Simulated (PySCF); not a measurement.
C₆ coefficients of unlike pairs at UHF

Calculated with PySCF 2.14 from the dipole response of each species, C₆(A,B) = (3/π) ∫ α_A(iu) α_B(iu) du, in atomic units, from isotropic polarisabilities. For ions this is the dispersion term alone; charge-induced terms of lower order in 1/R come first.

```json
{"species": "Si²⁺", "configuration": "[Ne] 3s2 (1S)", "basis": "aug-cc-pV(D+d)Z (5s4p3d)", "relativity": "none", "α (bohr³)": "12.56", "C₆ (like pair)": "44.73"}
{"species": "Mo", "configuration": "[Kr] 4d5 5s1 (7S)", "basis": "def2-TZVPPD with the def2 core potential (28 electrons) (6s4p3d2f1g)", "relativity": "core potential", "α (bohr³)": "103.9", "C₆ (like pair)": "1076"}
{"species": "W³⁺", "configuration": "[Xe] 4f14 5d3 (4F)", "basis": "def2-QZVPPD with the def2 core potential (60 electrons) (7s6p4d3f2g)", "relativity": "core potential", "α (bohr³)": "7.085", "C₆ (like pair)": "35.07"}
{"species": "Xe²⁺", "configuration": "[Kr] 4d10 5s2 5p4 (3P)", "basis": "aug-cc-pVQZ-PP with one added diffuse shell each of s, p, d, f, g type with ECP28MDF (8s8p6d4f3g)", "relativity": "core potential", "α (bohr³)": "12.80", "C₆ (like pair)": "90.05"}
```

**Question.** Estimate C₆ for Xe²⁺ with W³⁺.

**Answer.** The integral gives 55.50. The combination rule 2 C_A C_B / (C_A α_B/α_A + C_B α_A/α_B) gives 55.80 and the geometric mean 56.20.

No spin-orbit coupling is included.

The other pairs:

```
      pair     C₆
  Xe²⁺, Mo  249.0
   W³⁺, Mo  145.1
  Mo, Si²⁺  201.0
Xe²⁺, Si²⁺  60.15
 W³⁺, Si²⁺  35.48
```
